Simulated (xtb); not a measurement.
C4H10BN, SMILES C=C(C)B(C)N. All values are semi-empirical tight-binding results from xtb (GFN2-xTB unless named), good for trends rather than for accurate numbers. Geometry: GFN2-xTB. This is a generated structure with no PubChem entry under its InChIKey; it may be hypothetical. Other conformers were not sampled.

```json
{
 "orbital_gap": "4.52 eV",
 "dipole_moment": "1.53 D",
 "zero_point_energy": "85.5 kcal/mol",
 "G − E(el) at 298.15 K (modified RRHO)": "65.4 kcal/mol",
 "static polarisability (D4 model)": "70.8 bohr³",
 "solvation energy, GFN2-xTB/ALPB(water)": "-2.8 kcal/mol",
 "solvation energy, GFN2-xTB/ALPB(ether)": "-6.2 kcal/mol"
}
```

Computed IR lines (harmonic; lines under 4 % of the strongest left out, lines within 3 cm⁻¹ merged):
ν (cm⁻¹): 613 (vs), 866 (m), 906 (m), 1124 (s), 1254 (m), 1379 (s), 1395 (m), 1429 (w), 1540 (s), 1678 (w), 3003 (m), 3015 (s), 3020 (w), 3023 (m), 3032 (w), 3060 (m), 3094 (m) (against the strongest line: vs over 80 %, s over 45 %, m over 15 %, w over 4 %, vw less)
